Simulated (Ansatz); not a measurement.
Reaction (ligand exchange at the Si–O bond): `[SiH3]OCS[SiH3]` + `NC(O)(O)F` → `NC(O)(F)O[SiH3]` + `OCS[SiH3]`

Program: Ansatz. Geometries: PBE0-D4/def2-TZVP. ΔE: electronic, gas phase. CBS: MP2 limit from def2 TZ/QZ plus the TZ coupled-cluster correction, frozen cores. DFT in def2-TZVPP. B3LYP here is the variant with VWN-RPA as its local correlation; programs differ in this. One conformer a species, not always the lowest.

`[SiH3]OCS[SiH3]`:

```xyz
13

Si   -0.297    1.556    1.567
O    -0.756    0.421    0.460
C    -0.469   -0.940    0.606
S    -0.761   -1.848   -0.936
Si    0.590   -0.760   -2.181
H    -0.678    2.864    0.992
H    -0.984    1.335    2.869
H     1.173    1.481    1.794
H    -1.126   -1.408    1.346
H     0.573   -1.093    0.910
H     0.062    0.562   -2.595
H     0.801   -1.603   -3.383
H     1.871   -0.566   -1.448
```

`NC(O)(O)F`:

Cartesian coordinates in Å:
```
N 0.046 0.456 1.116
C -0.149 -0.128 -0.159
O 0.712 -1.161 -0.413
O -0.029 0.794 -1.168
F -1.442 -0.624 -0.162
H 1.016 0.725 1.219
H -0.194 -0.206 1.842
H 0.622 -1.402 -1.343
H -0.583 1.546 -0.933
```

`NC(O)(F)O[SiH3]`:

```xyz
12

N     0.401    1.965    0.330
C    -0.249    0.720    0.132
O    -0.548    0.119    1.330
F    -1.422    1.008   -0.535
O     0.455   -0.172   -0.626
Si    0.173   -1.818   -0.640
H     1.331    1.805    0.696
H     0.475    2.461   -0.549
H    -0.970    0.781    1.888
H     0.888   -2.291   -1.847
H     0.742   -2.465    0.565
H    -1.276   -2.112   -0.744
```

`OCS[SiH3]`:

Z-matrix (Å, degrees):
```
C
S 1 1.838
O 1 1.389 2 114.6
H 1 1.096 2 108.3 3 126.8
H 1 1.090 2 105.2 3 -117.2
Si 2 2.126 1 98.7 3 -86.6
H 3 0.962 1 109.1 2 62.5
H 6 1.487 2 111.4 1 -64.8
H 6 1.482 2 107.2 1 174.2
H 6 1.491 2 110.7 1 54.8
```

```csv
level,ΔE (kJ/mol),difference from CCSD(T)/CBS
PBE-D4,0.3,-0.7
B3LYP-D4,2.6,1.6
B2PLYP,2.1,1.1
r2SCAN,-1.1,-2.1
B3LYP,1.3,0.3
MP2/def2-TZVPP,3.2,2.2
SCS-MP2/def2-TZVPP,3.2,2.2
MP2/def2-QZVPP,2.3,1.3
SCS-MP2/def2-QZVPP,2.4,1.4
HF/CBS(def2),3.2,2.2
CCSD(T)/CBS,1.0,0
```

Largest T1 diagnostic among the species: 0.012.
